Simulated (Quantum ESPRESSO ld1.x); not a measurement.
ld1.x (Quantum ESPRESSO 7.5) input

```
 &input
    zed=61.0,
    iswitch=1,
    rel=2,
    dft='PBE',
    config='[Kr] 4d3',
    rel_dist='average',
    verbosity='high',
    lsmall=.true.,
    prefix='ld1',
    max_out_wfc=37,
    file_charge='ld1.rho',
 /
```

Command: `OMP_NUM_THREADS=1 ld1.x < ld1.in > ld1.out`

Standard output:

```
     Program LD1 v.7.5 starts

     --------------------------- All-electron run ----------------------------

     dirac relativistic calculation

     atomic number is 61.00
     dft =PBE   lsd =0 sic =0 latt =0  beta=0.20 tr2=1.0E-14
     Exchange-correlation= PBE
                           (   1   4   3   4   0   0   0)
     mesh =2091 r(mesh) = 100.39638 a.u. xmin = -8.00 dx = 0.00800
     1 Ry =  13.60569312 eV, c = 137.03599908

     n l j   nl                  e(Ry)          e(Ha)          e(eV)
     Spin orbit split results
     1 0 0.5 1S 1( 2.00)   -3353.112717304   -1676.556358652 -45621.4226385
     2 0 0.5 2S 1( 2.00)    -584.318402925    -292.159201463  -7950.0568763
     2 1 0.5 2P 1( 2.00)    -555.859899148    -277.929949574  -7562.8592072
     2 1 1.5 2P 1( 4.00)    -514.659357583    -257.329678792  -7002.2972822
     3 0 0.5 3S 1( 2.00)    -162.748893349     -81.374446674  -2214.3114990
     3 1 0.5 3P 1( 2.00)    -150.620785161     -75.310392580  -2049.3001808
     3 1 1.5 3P 1( 4.00)    -142.215682913     -71.107841456  -1934.9429390
     4 0 0.5 4S 1( 2.00)     -64.456866500     -32.228433250   -876.9803453
     4 1 0.5 4P 1( 2.00)     -59.623943151     -29.811971575   -811.2250733
     4 1 1.5 4P 1( 4.00)     -57.388147217     -28.694073608   -780.8055199
     3 2 1.5 3D 1( 4.00)    -121.306765865     -60.653382933  -1650.4626301
     3 2 2.5 3D 1( 6.00)    -119.473625982     -59.736812991  -1625.5214914
     4 2 1.5 4D 1( 1.20)     -49.361411122     -24.680705561   -671.5962118
     4 2 2.5 4D 1( 1.80)     -48.905023525     -24.452511762   -665.3867423
     Averaged results
     1 0     1S 1( 2.00)   -3353.112717304   -1676.556358652 -45621.4226385
     2 0     2S 1( 2.00)    -584.318402925    -292.159201463  -7950.0568763
     2 1     2P 1( 6.00)    -528.392871438    -264.196435719  -7189.1512572
     3 0     3S 1( 2.00)    -162.748893349     -81.374446674  -2214.3114990
     3 1     3P 1( 6.00)    -145.017383662     -72.508691831  -1973.0620196
     4 0     4S 1( 2.00)     -64.456866500     -32.228433250   -876.9803453
     4 1     4P 1( 6.00)     -58.133412528     -29.066706264   -790.9453710
     3 2     3D 1(10.00)    -120.206881935     -60.103440967  -1635.4979469
     4 2     4D 1( 3.00)     -49.087578564     -24.543789282   -667.8705301

     final scf error:  2.6E-15 reached in  21 iterations

     Etot =  -19641.462296 Ry,   -9820.731148 Ha, -267235.708484 eV

     Ekin =   21277.417101 Ry,   10638.708550 Ha,  289494.007523 eV
     Encl =  -46206.040408 Ry,  -23103.020204 Ha, -628665.206222 eV
     Eh   =    5699.333814 Ry,    2849.666907 Ha,   77543.386884 eV
     Exc  =    -412.172803 Ry,    -206.086401 Ha,   -5607.896670 eV

     normalization and overlap integrals

     s(1S/1S) =  1.000000  <r> =   0.0232  <r2> =    0.0007  r(max) =   0.0148
     LC norm =  0.94868315 + SC norm =  0.05131685 =  1.00000000
     s(1S/2S) = -0.000000
     s(1S/3S) = -0.000000
     s(1S/4S) =  0.000000
     s(2S/2S) =  1.000000  <r> =   0.0984  <r2> =    0.0115  r(max) =   0.0838
     LC norm =  0.98875036 + SC norm =  0.01124964 =  1.00000000
     s(2S/3S) =  0.000000
     s(2S/4S) =  0.000000
     s(2P/2P) =  1.000000  <r> =   0.0824  <r2> =    0.0084  r(max) =   0.0639
     LC norm =  0.98871098 + SC norm =  0.01128902 =  1.00000000
     s(2P/3P) =  0.000000
     s(2P/4P) =  0.000000
     s(2P/2P) =  1.000000  <r> =   0.0889  <r2> =    0.0096  r(max) =   0.0692
     LC norm =  0.98945810 + SC norm =  0.01054190 =  1.00000000
     s(2P/3P) =  0.000000
     s(2P/4P) =  0.000000
     s(3S/3S) =  1.000000  <r> =   0.2586  <r2> =    0.0765  r(max) =   0.2372
     LC norm =  0.99644950 + SC norm =  0.00355050 =  1.00000000
     s(3S/4S) =  0.000000
     s(3P/3P) =  1.000000  <r> =   0.2481  <r2> =    0.0715  r(max) =   0.2243
     LC norm =  0.99650884 + SC norm =  0.00349116 =  1.00000000
     s(3P/4P) =  0.000000
     s(3P/3P) =  1.000000  <r> =   0.2604  <r2> =    0.0785  r(max) =   0.2372
     LC norm =  0.99671292 + SC norm =  0.00328708 =  1.00000000
     s(3P/4P) =  0.000000
     s(4S/4S) =  1.000000  <r> =   0.5539  <r2> =    0.3447  r(max) =   0.5321
     LC norm =  0.99870392 + SC norm =  0.00129608 =  1.00000000
     s(4P/4P) =  1.000000  <r> =   0.5589  <r2> =    0.3532  r(max) =   0.5364
     LC norm =  0.99875747 + SC norm =  0.00124253 =  1.00000000
     s(4P/4P) =  1.000000  <r> =   0.5792  <r2> =    0.3790  r(max) =   0.5538
     LC norm =  0.99881456 + SC norm =  0.00118544 =  1.00000000
     s(3D/3D) =  1.000000  <r> =   0.2315  <r2> =    0.0630  r(max) =   0.1896
     LC norm =  0.99683493 + SC norm =  0.00316507 =  1.00000000
     s(3D/4D) =  0.000000
     s(3D/3D) =  1.000000  <r> =   0.2353  <r2> =    0.0650  r(max) =   0.1927
     LC norm =  0.99689405 + SC norm =  0.00310595 =  1.00000000
     s(3D/4D) = -0.000000
     s(4D/4D) =  1.000000  <r> =   0.5851  <r2> =    0.3913  r(max) =   0.5538
     LC norm =  0.99892350 + SC norm =  0.00107650 =  1.00000000
     s(4D/4D) =  1.000000  <r> =   0.5910  <r2> =    0.3990  r(max) =   0.5583
     LC norm =  0.99893831 + SC norm =  0.00106169 =  1.00000000

     LC charge = 38.73857191 + SC charge =  0.26142809 = 39.00000000

     ------------------------ End of All-electron run ------------------------
```

Run on one thread of a shared host, so times are rough (Intel(R) Xeon(R) Processor @ 2.60GHz): 0.66 s of CPU time, 0.7 s wall, 21 iterations on 2091 mesh points.
